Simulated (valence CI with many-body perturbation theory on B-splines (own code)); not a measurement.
The numbers below are computed, except where a source is named.
# From CI to CI+MBPT in Mo27+

Method: relativistic CI+MBPT: five valence electrons over a frozen Dirac-Fock core [Ne], a basis of 9 s, 9 p, 8 d, 6 f, 3 g, 1 h functions for each j, with the one-electron correlation potential Σ1, the two-electron term Σ2, the three-electron term Σ3, Breit, model QED; selected CI, second order for the rest (own B-spline code, finite nucleus).

The last digits are not significant, and no measured levels were compared; by estimate large intervals hold to a few tenths of a per cent, small ones and those within an open d or f shell to about a per cent. Among the levels kept, up to 490 cm⁻¹ of a level comes from second order outside the variational space, and about a tenth of that is noise between levels of different J, which matters for small intervals.

Each rung adds one term. CI alone is the Dirac-Coulomb CI over the frozen core; QED comes last and gives the full result, which names the levels. Energies are above (3s^2 3p1/2^2 3p3/2) J=3/2 on the same rung, in cm⁻¹.

Levels are named by their leading jj configuration (3d3/2^4 stands for four electrons in 3d with j = 3/2), which in mixed levels can hold well under half, so a name can repeat and another be missing. Letters in brackets count levels of one name in rising energy.

```tsv
Level	CI alone
(3s^2 3p1/2 3p3/2^2) J=3/2	158638
(3s^2 3p1/2 3p3/2^2) J=5/2	203663
(3s^2 3p1/2 3p3/2^2) J=1/2	260813
(3s^2 3p3/2^3) J=3/2	418250
(3s 3p1/2^2 3p3/2^2) J=5/2	725629
(3s 3p1/2^2 3p3/2^2) J=3/2	808996
(3s 3p1/2^2 3p3/2^2) J=1/2	834719
(3s^2 3p1/2^2 3d3/2) J=3/2	891675
(3s 3p1/2 3p3/2^3) J=3/2	949829
(3s^2 3p1/2^2 3d5/2) J=5/2	957751
(3s 3p1/2 3p3/2^3) J=5/2	980691
(3s^2 3p1/2 3p3/2 3d3/2) J=3/2 [a]	1010040
(3s^2 3p1/2 3p3/2 3d3/2) J=1/2 [a]	1018790
(3s^2 3p1/2 3p3/2 3d3/2) J=5/2 [a]	1038270
(3s^2 3p1/2 3p3/2 3d3/2) J=7/2	1066300
(3s^2 3p1/2 3p3/2 3d5/2) J=7/2 [a]	1080290
```

Task: What do these energies become with core correlation, Breit and QED?

Result: (3s^2 3p1/2 3p3/2^2) J=3/2 156883 (-1756); (3s^2 3p1/2 3p3/2^2) J=5/2 200802 (-2862); (3s^2 3p1/2 3p3/2^2) J=1/2 258193 (-2620); (3s^2 3p3/2^3) J=3/2 413540 (-4710); (3s 3p1/2^2 3p3/2^2) J=5/2 721638 (-3992); (3s 3p1/2^2 3p3/2^2) J=3/2 804442 (-4555); (3s 3p1/2^2 3p3/2^2) J=1/2 830034 (-4685); (3s^2 3p1/2^2 3d3/2) J=3/2 886020 (-5656); (3s 3p1/2 3p3/2^3) J=3/2 943338 (-6491); (3s^2 3p1/2^2 3d5/2) J=5/2 950091 (-7660); (3s 3p1/2 3p3/2^3) J=5/2 973357 (-7334); (3s^2 3p1/2 3p3/2 3d3/2) J=3/2 [a] 1002720 (-7324); (3s^2 3p1/2 3p3/2 3d3/2) J=1/2 [a] 1011790 (-7002); (3s^2 3p1/2 3p3/2 3d3/2) J=5/2 [a] 1029990 (-8276); (3s^2 3p1/2 3p3/2 3d3/2) J=7/2 1057120 (-9179); (3s^2 3p1/2 3p3/2 3d5/2) J=7/2 [a] 1071010 (-9279).

Task: How does the ionisation energy move along the ladder, and which term matters most?

Result: CI alone 1450.3, + Σ1 1451.1, + Σ2 1451.1, + Σ3 1450.7, + Breit 1450.1, + QED 1450.1 eV. The largest step is Σ1, 0.8 eV. NIST lists 1462 ± 6 eV (semi-empirical).
